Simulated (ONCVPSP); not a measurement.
Pseudopotentials across the periodic table

Generated with ld1.x 7.5 (TM, RRKJ, ultrasoft, PAW), atompaw 4.2 or ONCVPSP 4.0.1. The cutoff is in Ry: for ld1.x and atompaw files where the sum of valence levels is converged to 10 mRy in a Bessel basis, for ONCV files where the hardest occupied wave has 1 mHa per electron of residual kinetic energy. The error is the largest all-electron minus pseudo excitation energy over each file’s own four to seven test configurations (ionisations up to +4, promotions, holes and added fractions of an electron), all of which were solved. The labels leave out finer settings (local radius, basis sizes, second energies), which also bear on the numbers. Spin-polarised tests are not counted. The rows are a selection from randomly drawn settings: files with unsolved tests, undetermined cutoffs or missed reference levels are left out.

A true bound ghost makes a file unfit for plane-wave use even where its test errors are small: the radial tests pick states by their node count and pass the ghost by.

| element | potential | cutoff (Ry) | largest error (meV) | bound ghosts |
| --- | --- | --- | --- | --- |
| Zn | ONCV, LDA (Perdew-Wang 92), scalar-relativistic, rc 1.30/0.70/1.05 (spd), local smoothed, core correction no, reference 3s2 3p6 3d10 4s1, qcut 7.4/13.1/12.1, projectors 2/2/1 | 160 | -16 | none |
| Pd | ONCV, PBE, scalar-relativistic, rc 1.50/1.65/1.70 (spd), local smoothed, core correction yes, reference 4s2 4p6 4d8, qcut 7.1/9.8/8.2, projectors 2/2/1 | 52 | +1.9 | none |
| Cd | ONCV, PBE, fully relativistic, rc 1.25/0.90/1.20 (spd), local smoothed, core correction yes, reference 4s2 4p6 4d10 5s2, qcut 9.6/9.7/8.6, projectors 2/2/2 | 159 | +1.2 | none |
| Sn | ONCV, PW91, scalar-relativistic, rc 1.70/2.35 (sp), local smoothed, core correction yes, reference 5s1.75 5p2.25, qcut 3.1/3.4, projectors 2/2 | 19 | -482 | none |
| Sn | ONCV, PBE, scalar-relativistic, rc 1.25/1.60/1.25/1.50 (spdf), local d, core correction yes, reference 4s2 4p6 4d10 5s2 5p2, qcut 8.1/8.6/11.4/7.3, projectors 2/2/0/2 | 89 | -13 | none |
| Ce | ONCV, PW91, non-relativistic, rc 2.05/3.05/3.35/0.95 (spdf), local smoothed, core correction yes, reference 4f1 5s2 5p6 5d1 6s2, qcut 4.4/5.3/4.3/18, projectors 2/2/2/2 | 254 | +15 | s, p |

(1) Fill in the row for Rb: ONCV, PBE, scalar-relativistic, rc 2.35/2.30/1.80 (spd), local smoothed, core correction yes, reference 4s2 4p6 5p1, qcut 4.3/7.2/6.4, projectors 1/2/3.

(2) Fill in the row for Cu: ONCV, PBE, scalar-relativistic, rc 0.90/0.95/1.05 (spd), local smoothed, core correction yes, reference 3s2 3p6 3d9.5, qcut 10.9/12.7/13.6, projectors 1/2/3.

(3) Fill in the row for In: ONCV, LDA (Perdew-Zunger), scalar-relativistic, rc 2.05/2.30/2.10 (spd), local smoothed, core correction no, reference 4d10 5s1 5p2, qcut 2.9/2.9/10.9, projectors 2/3/2.

## Answers

(1) cutoff 23 Ry, largest error +414 meV, bound ghosts: none.

(2) cutoff 160 Ry, largest error -102 meV, bound ghosts: none.

(3) cutoff 60 Ry, largest error +6.8 meV, bound ghosts: s, p.
